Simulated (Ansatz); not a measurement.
Calculated with Ansatz (gas phase, PBE0-D4/def2-TZVP geometries, no zero-point term in ΔE). CCSD(T)/CBS is the MP2 limit (def2-TZVPP, def2-QZVPP) plus CCSD(T) − MP2 in def2-TZVPP, frozen cores. This one scheme is used for every species. Functionals use def2-TZVPP. B3LYP here is the variant with VWN-RPA as its local correlation; programs differ in this. Each species was taken in one conformer, which may not be the lowest.

Reaction (hydrogenolysis of the Si–Si bond): `[SiH3][SiH2][SiH]1[CH2][AlH]1` + H₂ → `[SiH3][SiH]1[CH2][AlH]1` + SiH₄

| level | ΔE (eV) |
| --- | --- |
| r2SCAN | -0.08 |
| B3LYP | -0.25 |

Task: What does CCSD(T)/CBS give? (Best estimate.)

Result: Ansatz gave: -0.11 eV. The listed levels differ from it by 0.03, -0.14 eV.

Largest T1 diagnostic among the species: 0.014.

The D4 term adds +0.12 eV with B3LYP and +0.07 eV with PBE0; it sums over pairs of atoms, weighted by their polarisabilities, and B3LYP, whose exchange is more repulsive, gets the larger term. In def2-TZVPP, CCSD(T) changes the Hartree–Fock value by +0.32 eV (the triples alone add +0.06 eV) and MP2 by +0.34 eV. From PBE to PBE0 (25 % exact exchange), in def2-TZVPP and without D4, ΔE moves by −0.05 eV.
